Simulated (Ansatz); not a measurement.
Reaction (formal exchange of groups at the Si–C bond): `FC([SiH3])[SiH2][SiH3]` + `OBF` → `OB(F)[SiH2][SiH3]` + `FC[SiH3]`

Calculated with Ansatz (gas phase, PBE0-D4/def2-TZVP geometries, no zero-point term in ΔE). CCSD(T)/CBS adds triple-zeta CCSD(T) − MP2 to the extrapolated MP2 energy (def2 sets, frozen cores). This one scheme is used for every species. DFT in def2-TZVPP. Each species was taken in one conformer, which may not be the lowest.

Question: Is it downhill or uphill in electronic energy at CCSD(T)/CBS, and by how much? (An estimate is asked.)

Answer: Ansatz gave: Uphill: ΔE = +0.07 eV.

Question: What do these levels give: ωB97M-V, r2SCAN, MP2/def2-TZVPP, SCS-MP2/def2-TZVPP, MP2/CBS(def2), CCSD/CBS(def2)? (Best estimate.)

Answer: Ansatz gave: ωB97M-V 0.09, r2SCAN 0.01, MP2/def2-TZVPP 0.11, SCS-MP2/def2-TZVPP 0.09, MP2/CBS(def2) 0.12, CCSD/CBS(def2) 0.06 eV.

Largest T1 diagnostic among the species: 0.014.

In def2-TZVPP, CCSD(T) changes the Hartree–Fock value by +0.04 eV (the triples alone add +0.01 eV) and MP2 by +0.09 eV. The D4 term adds +0.09 eV with B3LYP and +0.05 eV with PBE0; it sums over pairs of atoms, weighted by their polarisabilities, and B3LYP, whose exchange is more repulsive, gets the larger term.

B3LYP here is the variant with VWN-RPA as its local correlation; programs differ in this.
